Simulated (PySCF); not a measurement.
Species: CH6BN3O.
Numbering: `[NH2:1][B:2]([NH2:3])[NH:4][CH:5]=[O:6]` (hydrogens: H7, H8 on N1; H9, H10 on N3; H11 on N4; H12 on C5)

Geometry (PBE0-D3(BJ)/def2-SVP, Å), atoms numbered from 1 in this order:
```
atom  x, y, z in Å
N1    -1.734   -0.757    0.273
B2    -0.544    0.010    0.160
N3    -0.434    1.357    0.543
N4     0.643   -0.664   -0.404
C5     1.874   -0.123   -0.599
O6     2.207    1.011   -0.332
H7    -2.585   -0.384    0.667
H8    -1.793   -1.740    0.054
H9     0.450    1.835    0.414
H10   -1.191    1.900    0.928
H11    0.566   -1.630   -0.699
H12    2.599   -0.846   -1.050
```

Method: TDDFT B3LYP/def2-SVPD, vertical, gas phase, core orbitals frozen in the response (PySCF).

Ground-to-excited transition dipoles (e·a0, same axes as the geometry; the sign carries no meaning), for the states with f of 0.002 or more among the lowest 5:

| state | E (eV) | μx | μy | μz |
| --- | --- | --- | --- | --- |
| S3 | 6.000 | -0.088 | -0.372 | -0.093 |
| S4 | 6.311 | 0.042 | -0.022 | 0.166 |
| S5 | 6.351 | 0.193 | -0.134 | -0.085 |

What oscillator strength does each state have?

f = (2/3) ΔE |μ|² with ΔE in hartree (27.2114 eV).

```tsv
state	|μ|² (au)	|μ| (D)	f
S3	0.155	1.00	0.023
S4	0.030	0.44	0.005
S5	0.063	0.64	0.010
```

Which bond between heavy atoms lies closest to the direction of the S3 transition dipole?

C5–O6, at 3° from it; next B2–N3 at 9°.

How is the summed strength of these states shared among x, y and z?

(2/3) Σ ΔE μα² gives 0.007 for x, 0.023 for y and 0.007 for z, 0.037 in all.

What peak molar absorption coefficient would the strongest computed level give as a lone Gaussian band 0.4 eV wide at half height?

ε(max) = 2.175×10⁸ f / FWHM, with the width in cm⁻¹. S3: 2.175×10⁸ × 0.0228 / 3226 ≈ 1500 L mol⁻¹ cm⁻¹.

One conformer stands for the species.
